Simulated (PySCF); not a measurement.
Si(Cl)2(F)(OSiH3) (Cl2FH3OSi2), SMILES F[Si](Cl)(Cl)O[SiH3]. Atoms are numbered in the order given.

```xyz
9

F      1.4747    -0.5906     1.3777
Si     0.5040     0.0802     0.2697
Cl     0.9003    -0.8059    -1.5419
Cl     0.9209     2.0802     0.1929
O     -1.0546    -0.1647     0.6975
Si    -2.4499    -0.9136     0.0974
H     -2.2164    -2.3904    -0.0336
H     -2.7984    -0.3301    -1.2411
H     -3.5393    -0.6415     1.0873
```

Geometry: PBE-D3(BJ)/def2-SVP. This is a generated structure with no PubChem entry under its InChIKey; it may be hypothetical. One conformer was computed; it need not be the lowest.

These are PySCF with PBE/pcSseg-1 values and carry that method's errors.

GIAO shieldings, no solvent; atoms listed in one row are averaged. δ = σ(ref) − σ: ¹⁹F against CFCl3 (σ = 133.6 ppm); ²⁹Si against TMS (σ = 335.4 ppm); ³⁵Cl against HCl (σ = 936.5 ppm); ¹⁷O against H2O (σ = 334.3 ppm); ¹H against TMS (σ = 31.49 ppm), references at their B3LYP-D3(BJ)/def2-TZVP geometries, non-relativistic (without spin–orbit terms, shifts of atoms bonded to Cl or Br come out too high).

Computed chemical shifts:
| nucleus | atoms | count | δ (ppm) |
|---|---|---|---|
| ¹⁹F | F1 | 1 | -117.1 |
| ²⁹Si | Si6 | 1 | -28.0 |
| ²⁹Si | Si2 | 1 | -39.6 |
| ³⁵Cl | Cl4 | 1 | 126.2 |
| ³⁵Cl | Cl3 | 1 | 124.9 |
| ¹⁷O | O5 | 1 | 89.6 |
| ¹H | H7, H8, H9 | 3 | 5.64 |
